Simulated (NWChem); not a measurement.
System: CH3F2Ga; SMILES [CH3][Ga]([F])[F]

Program: NWChem. Pople sets run with spherical d functions. All runs use the structure optimised with PBE0/def2-SVP. Total energies compare along this basis series because the functional is fixed.

| level | basis functions | energy (Ha) | highest occupied level (eV) | orbital gap (eV) | dipole (D) |
|---|---|---|---|---|---|
| Hartree-Fock/STO-3G | 36 | -2136.1257 | -7.73 | 13.55 | 1.38 |
| Hartree-Fock/3-21G | 55 | -2151.1850 | -12.56 | 14.78 | 3.46 |
| Hartree-Fock/6-31G* | 80 | -2161.5459 | -12.85 | 14.85 | 3.57 |
| Hartree-Fock/6-311G** | 116 | -2161.8575 | -12.96 | 14.64 | 3.78 |
